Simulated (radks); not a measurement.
Question: These are the eigenvalues of the occupied orbitals of an atom or ion with whole-number occupations (eV). Method: non-relativistic Kohn-Sham, PBE, spin-unpolarised, spherical densities, point nucleus; computed with a radial shooting solver on a logarithmic mesh with Libxc functionals.

| orbital | eigenvalue |
|---|---|
| 1s | -2459.607 |
| 2s | -269.8104 |
| 2p | -216.1425 |
| 3s | -65.7448 |

Which element is it, and in what charge state? The configuration may be excited.

Answer: Z = 16, sulfur, charge +4: S4+ in [Ne] 3s2. The list shows which subshells hold electrons but not how many an open one holds; the 1s level, -90.389 hartree, gives Z - s = 13.4 by -(Z - s)^2/2, which with screening narrows Z to a few neighbours, and the depths of the outer levels then fix element, charge and occupations together.
